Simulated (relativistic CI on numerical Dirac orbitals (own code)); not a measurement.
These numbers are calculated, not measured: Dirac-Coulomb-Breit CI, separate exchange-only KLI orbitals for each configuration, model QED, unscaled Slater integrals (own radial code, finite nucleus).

The strongest absorption lines from the ground level of an ion, among the configurations computed and to levels below about 5620 eV (vacuum wavelength in Å, gf): 2.2110 (0.05), 2.2153 (0.027), 2.4628 (0.12), 2.4731 (0.065), 3.2669 (0.47), 3.3108 (0.27), 47.047 (0.12), 131.68 (0.02).

Which ion is it?
A. Nb XXXIX
B. Rh XLI
C. In XLVII
D. Rh XLIII

D. Rh XLIII has 3 electrons and the ground level 2s ²S1/2; the strongest line goes to 3p ²P°3/2. The pattern of lines fixes the number of electrons, and along that sequence the line energies rise steadily with the charge (about as its square where n changes within one kind of shell, about linearly where n is kept but much faster in heavy ions where fine structure, which grows about as Z⁴, sets the gap, and irregularly where shells cross), which fixes Z. Configurations outside the model, such as inner-shell arrays, can give stronger lines. At this charge energies of transitions that change n are usually good to better than 1 %, and those within a shell (Δn = 0) to a few per cent.
